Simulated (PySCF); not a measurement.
## Excitation energy of Si²⁺ by level of theory

Si²⁺ [Ne] 3s2 (1S) → Si²⁺ [Ne] 3p2 (3P), as a difference of total energies. Computed with PySCF 2.14 in x2c-TZVPPall (5s5p3d1f, 42 functions), with scalar relativity by spin-free X2C-1e. Correlated levels: valence and next inner shell: 1s2 frozen. The calculations carry no spin-orbit coupling.

| method | excitation energy (cm⁻¹) |
| --- | --- |
| UHF | 121540 |
| MP2 (valence and next inner shell) | 128520 |
| SCS-MP2 (valence and next inner shell) | 130550 |
| CCSD (valence and next inner shell) | 129830 |
| CCSD(T) (valence and next inner shell) | 130050 |

A first-order spin-orbit estimate (lowest level to lowest level, LS coupling) adds -0.027 eV.

The basis was made for the ground configuration and has no added diffuse functions, so the excitation energy can come out too high.
